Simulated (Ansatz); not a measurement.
A nudged elastic band was laid between two geometries of BrH + H4OSi (8 atoms, charge 0, multiplicity 1).

These are results of Ansatz, RHF/def2-SVP, not measurements.

- movable images: 5
- climbing image: yes
- spring: 5.0 eV/Å²
- optimiser: quadratic models (default)
- start path: through a guess of the saddle point
- force threshold: 0.03 eV/Å
- iteration limit: 60
- end points: relaxed

Initial state:

```xyz
8
Properties=species:S:1:pos:R:3
Si -0.279 0.296 -0.279
H -0.408 0.312 1.198
H 1.141 0.397 -0.657
O -1.049 1.593 -0.953
H -1.982 1.699 -0.857
H -0.851 -0.978 -0.775
Br 1.796 -2.804 1.691
H 1.657 -2.047 2.871
```

Final state:

```xyz
8
Properties=species:S:1:pos:R:3
Si 0.147 -0.346 -1.083
H 0.233 0.391 2.955
H 1.324 0.378 -1.569
O -0.497 0.528 0.143
H -1.255 0.224 0.618
H -0.834 -0.600 -2.150
Br 0.807 -2.357 -0.352
H 0.101 0.250 3.676
```

Problem. Which bonds break or form, and what moves?

Solution. Bonds broken: Si1–H2, Br7–H8. Bonds formed: Si1–Br7, H2–H8. BrH + H4OSi becomes BrH3OSi + H2.

Problem. Give the energies along the band, and the barrier.

Solution. It converged. The highest image is number 3 of 0 to 6, 191.3 kJ/mol above the first end and 252.4 kJ/mol above the last; the last end lies 61.2 kJ/mol below the first. Neighbouring images differ by up to 1.6 eV, so the band resolves the path poorly. A vibrational analysis at the climbing image gives one clearly imaginary mode, 608i cm⁻¹: a first-order saddle point. The orbitals stay closed-shell, which can raise the energy where a bond breaks towards radicals; this wasn't checked here.

```json
{"image": "0", "path coordinate (Å)": "0.00", "energy (kJ/mol)": "0.0", "Si1–H2 (Å)": "1.48", "Br7–H8 (Å)": "1.41", "Si1–Br7 (Å)": "4.22"}
{"image": "1", "path coordinate (Å)": "1.00", "energy (kJ/mol)": "2.3", "Si1–H2 (Å)": "1.49", "Br7–H8 (Å)": "1.41", "Si1–Br7 (Å)": "4.00"}
{"image": "2", "path coordinate (Å)": "2.01", "energy (kJ/mol)": "32.4", "Si1–H2 (Å)": "1.49", "Br7–H8 (Å)": "1.42", "Si1–Br7 (Å)": "3.37"}
{"image": "3", "path coordinate (Å)": "3.01", "energy (kJ/mol)": "191.3", "Si1–H2 (Å)": "1.74", "Br7–H8 (Å)": "2.00", "Si1–Br7 (Å)": "2.85"}
{"image": "4", "path coordinate (Å)": "4.47", "energy (kJ/mol)": "32.3", "Si1–H2 (Å)": "2.68", "Br7–H8 (Å)": "2.45", "Si1–Br7 (Å)": "2.32"}
{"image": "5", "path coordinate (Å)": "5.92", "energy (kJ/mol)": "-54.3", "Si1–H2 (Å)": "3.58", "Br7–H8 (Å)": "3.24", "Si1–Br7 (Å)": "2.24"}
{"image": "6", "path coordinate (Å)": "7.38", "energy (kJ/mol)": "-61.2", "Si1–H2 (Å)": "4.11", "Br7–H8 (Å)": "4.85", "Si1–Br7 (Å)": "2.24"}
```

Problem. What is the geometry of the highest image?

Solution. 
```xyz
8
Properties=species:S:1:pos:R:3
Si 0.094 -0.125 -0.168
H -0.114 0.020 1.552
H 1.451 0.228 -0.527
O -0.766 1.265 -0.313
H -1.711 1.279 -0.324
H -0.720 -1.229 -0.651
Br 1.441 -2.293 1.104
H 0.351 -0.678 1.567
```

The band took 30 iterations and roughly 4 core-minutes.

Time of the run: 3.9 min on 1 thread of Arm Neoverse V2 (shared host), peak memory 0.17 GiB.
